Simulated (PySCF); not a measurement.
C4H4FNO.
Geometry (GFN2-xTB, Å), atoms numbered from 1 in this order:
```
atom  x, y, z in Å
C1    -1.7132    0.6142   -0.2323
O2    -0.9104   -0.2297   -1.0418
C3     0.3230   -0.5316   -0.6466
C4     1.0181   -0.1737    0.4472
F5     0.5251    0.6344    1.4257
C6     2.3369   -0.6266    0.6590
N7     3.4094   -0.9885    0.8415
H8    -2.6599    0.7123   -0.7597
H9    -1.8852    0.1729    0.7520
H10   -1.2565    1.5992   -0.1120
H11    0.8182   -1.1802   -1.3590
```

Computed with PBE0/def2-SVPD in PySCF (dipole) on a GFN2-xTB geometry, gas phase.

Take the most abundant isotopes and a rigid rotor. The values belong to one conformer with, in the numbering `[CH3:1][O:2]/[CH:3]=[C:4](\[F:5])[C:6]#[N:7]`, C1–O2–C3–C4 0°.

(1) What are A, B and C (GHz)?

(2) Classify the top.

(3) Is it planar, by Δ = Ic − Ia − Ib?

(4) List the rotational levels J(Ka,Kc) to J = 2 (MHz).

(5) Which types of transition are allowed, and where do some lines up to J = 5 fall?

(6) Estimate the classical rotational partition function at 25 K, 50 K and 100 K.

Results:

(1) Ia = 71.39, Ib = 316.03, Ic = 384.22 u·Å²; 505379 MHz·u·Å²/I gives 7079, 1599 and 1315 MHz, that is A = 7.0793, B = 1.5991, C = 1.3153 GHz.

(2) A near-prolate asymmetric top. Ray's parameter κ = (2B − A − C)/(A − C) = -0.902; −1 is the prolate and +1 the oblate limit.

(3) Not planar: Δ = Ic − Ia − Ib = -3.20 u·Å². For a rigid frame Δ = −2 Σ m c², so Σ m c² = 1.60 u·Å² lies off the ab plane, practically all of it from hydrogen. The atom farthest from that plane is 0.89 Å away.

(4) Above 0(0,0):
J = 1: 1(0,1) 2914, 1(1,1) 8395, 1(1,0) 8678
J = 2: 2(0,2) 8733, 2(1,2) 13940, 2(1,1) 14791, 2(2,1) 31232, 2(2,0) 31242
Those of J = 1 are B + C, A + C and A + B.

(5) The dipole components are |μa| = 4.49 D, |μb| = 0.04 D, |μc| = 0.00 D; the mirror of this Cs structure is the ab plane, so μc vanishes by symmetry and there are no c-type lines. Intensities carry the squares of the components, which stand as 1.00 : 0.00 (a : b). Some lines, for components of 0.1 D or more:

```json
{"type": "a", "branch": "Q", "J(Ka,Kc)": "2(1,1) ← 2(1,2)", "MHz": "851", "lower level (cm⁻¹)": "0.465"}
{"type": "a", "branch": "Q", "J(Ka,Kc)": "4(1,3) ← 4(1,4)", "MHz": "2836", "lower level (cm⁻¹)": "1.111"}
{"type": "a", "branch": "Q", "J(Ka,Kc)": "5(1,4) ← 5(1,5)", "MHz": "4250", "lower level (cm⁻¹)": "1.572"}
{"type": "a", "branch": "R", "J(Ka,Kc)": "2(0,2) ← 1(0,1)", "MHz": "5818", "lower level (cm⁻¹)": "0.097"}
{"type": "a", "branch": "R", "J(Ka,Kc)": "4(1,4) ← 3(1,3)", "MHz": "11070", "lower level (cm⁻¹)": "0.742"}
{"type": "a", "branch": "R", "J(Ka,Kc)": "4(2,3) ← 3(2,2)", "MHz": "11650", "lower level (cm⁻¹)": "1.333"}
{"type": "a", "branch": "R", "J(Ka,Kc)": "4(3,1) ← 3(3,0)", "MHz": "11680", "lower level (cm⁻¹)": "2.271"}
{"type": "a", "branch": "R", "J(Ka,Kc)": "4(2,2) ← 3(2,1)", "MHz": "11756", "lower level (cm⁻¹)": "1.335"}
{"type": "a", "branch": "R", "J(Ka,Kc)": "4(1,3) ← 3(1,2)", "MHz": "12203", "lower level (cm⁻¹)": "0.799"}
{"type": "a", "branch": "R", "J(Ka,Kc)": "5(1,5) ← 4(1,4)", "MHz": "13818", "lower level (cm⁻¹)": "1.111"}
{"type": "a", "branch": "R", "J(Ka,Kc)": "5(4,1) ← 4(4,0)", "MHz": "14596", "lower level (cm⁻¹)": "3.973"}
```

(6) Point group Cs, symmetry number σ = 1; q = (√π/σ)·√((kT/h)³/(ABC)), k/h = 20836.6 MHz/K: 5460 at 25 K, 15400 at 50 K, 43700 at 100 K.

No GFN2-xTB frequencies stand behind this structure, so it isn't proved a minimum. Zero-point vibration and centrifugal distortion are left out. A rigid rotor knows nothing of internal rotation, which can split or shift real lines. Quadrupole hyperfine structure (14N) is left out.
